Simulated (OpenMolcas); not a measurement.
## 2s2 2p4 along the 8-electron sequence

```
Program             : OpenMolcas 26.06
Method              : SS-CASPT2, IPEA 0.25 Eh, imaginary shift 0.1 Eh
Basis               : ANO-RCC-VTZP
Scalar Hamiltonian  : DKH2, point nucleus
Spin-orbit coupling : state interaction with AMFI integrals over the reference wave functions, term energies averaged over their components
```

Active space for each ion: 6 electrons in 8 orbitals (2s 2p 3s 3p); closed shells correlated by CASPT2: 1s.

Computed levels in cm-1 above 3P2:

| Level | O | F+ | Ne2+ |
| --- | --- | --- | --- |
| 3P1 | 140 | 307 | 583 |
| 3P0 | 209 | 456 | 858 |
| 1D2 | 16450 | 21480 | 26520 |
| 1S0 | 34010 | 45220 | 56220 |
| weight of 3P in the lowest level (%) | 100 | 100 | 100 |

Measured, with the error of the calculation in %. Measured levels: O, F+ from NIST Handbook of Basic Atomic Spectroscopic Data; Ne2+ from Moore, Atomic Energy Levels, vol. I, NSRDS-NBS 35 (1971 reprint of NBS Circular 467, 1949).

```csv
Level,O,F+,Ne2+
3P1,158 (-11.3),341 (-9.9),650 (-10.4)
3P0,227 (-7.9),490 (-7.0),927 (-7.4)
1D2,15868 (+3.7),20873 (+2.9),25841 (+2.6)
1S0,33793 (+0.6),44918 (+0.7),55747 (+0.8)
```

The fine-structure level 3P0 changes by a factor of 4.11 from O to Ne2+. Its fourth root runs 3.80, 4.62, 5.41, with steps per unit of Z of 0.82, 0.79; equal steps would mean a (Z - σ)^4 law with constant σ.

1D2 changes by a factor of 1.61 over the same range, with steps per unit of Z of +5030, +5040 cm-1.

CASPT2 breaks the degeneracy within a term, and the mean is taken; among the terms shown or strongly mixed into the levels shown the widest spread is 12 cm-1 (2s2 2p4 1D, O). Active for correlation alone: 3p 3s; no level in the range computed is led by a configuration that fills them, so any true level of that kind is missing. Measured partners are found by configuration, term and J. A level has none where our copy of the source lacks it or the pairing is in doubt (some pairs that miss far off the trend of their configuration count as doubtful), and it then counts in no deviation. Levels of configurations outside the active space are missing.
